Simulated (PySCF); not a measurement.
## P²⁺: excitation energy

P²⁺ [Ne] 3s2 3p1 (2P) → P²⁺ [Ne] 3s2 4s1 (2S), as a difference of total energies. All numbers are calculated (PySCF 2.14, the non-relativistic Hamiltonian (point nucleus), in aug-cc-pV(T+d)Z). Correlated levels: valence: [Ne] frozen. The calculations carry no spin-orbit coupling.

```json
{"method": "UHF", "excitation energy (eV)": "14.560"}
{"method": "SCS-MP2 (valence)", "excitation energy (eV)": "14.567"}
{"method": "CCSD (valence)", "excitation energy (eV)": "14.664"}
{"method": "CCSD(T) (valence)", "excitation energy (eV)": "14.639"}
```

Problem. Estimate what MP2 (valence) gives.

Solution. 14.539 eV, closest to UHF among the rows shown.

Problem. Estimate what CCSDT (valence) gives.

Solution. 14.634 eV, closest to CCSD(T) (valence) among the rows shown.

A first-order spin-orbit estimate (lowest level to lowest level, LS coupling) adds 0.041 eV.

The promoted electron is Rydberg-like, and one or two diffuse shells describe it only roughly, which tends to raise the upper state.
